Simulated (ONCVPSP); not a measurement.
## An all-electron radial function and its pseudo partner (technetium)

Columns: radius, all-electron u(r) and pseudo u(r) of the 4s shell (level -73.32 eV) of technetium in the configuration [Ar] 3d10 4s2 4p6 4d5 5s2; PBEsol, scalar-relativistic, ONCV scheme, ONCVPSP 4.0.1.

| r (bohr) | all-electron | pseudo |
| --- | --- | --- |
| 0.105 | 0.3948 | 0.0263 |
| 0.210 | -0.2639 | 0.0860 |
| 0.315 | -0.6184 | 0.1995 |
| 0.420 | -0.3556 | 0.3665 |
| 0.525 | 0.1389 | 0.5682 |
| 0.630 | 0.5954 | 0.7740 |
| 0.735 | 0.9128 | 0.9502 |
| 0.840 | 1.0829 | 1.0687 |
| 0.945 | 1.1333 | 1.1149 |
| 1.050 | 1.1004 | 1.0912 |
| 1.155 | 1.0171 | 1.0146 |
| 1.260 | 0.9082 | 0.9078 |
| 1.365 | 0.7910 | 0.7909 |
| 1.470 | 0.6761 | 0.6760 |
| 1.575 | 0.5697 | 0.5696 |
| 1.680 | 0.4747 | 0.4746 |
| 1.785 | 0.3920 | 0.3920 |
| 1.890 | 0.3215 | 0.3215 |
| 1.995 | 0.2622 | 0.2621 |
| 2.100 | 0.2128 | 0.2128 |
| 2.205 | 0.1720 | 0.1720 |
| 2.310 | 0.1386 | 0.1386 |
| 2.415 | 0.1114 | 0.1114 |
| 2.520 | 0.0893 | 0.0893 |
| 2.625 | 0.0715 | 0.0715 |
| 2.730 | 0.0571 | 0.0571 |

**Question.** How many radial nodes do the two functions have?

**Answer.** The all-electron 4s function has n − l − 1 = 3 (the table is too coarse to show those close to the nucleus); the pseudo-wave has 0, since the states of the same l below it are removed with the core.

**Question.** At about which radius was the pseudo-wave matched?

**Answer.** 1.50 bohr. The columns agree to 0.0005 from 1.26 bohr on; several derivatives are matched, so the curves merge somewhat inside the radius.

**Question.** Is the pseudo-wave norm-conserving?

**Answer.** Yes: the ONCV scheme keeps the norm inside the radius equal to the all-electron one, which fixes the energy derivative of the logarithmic derivative at the level.
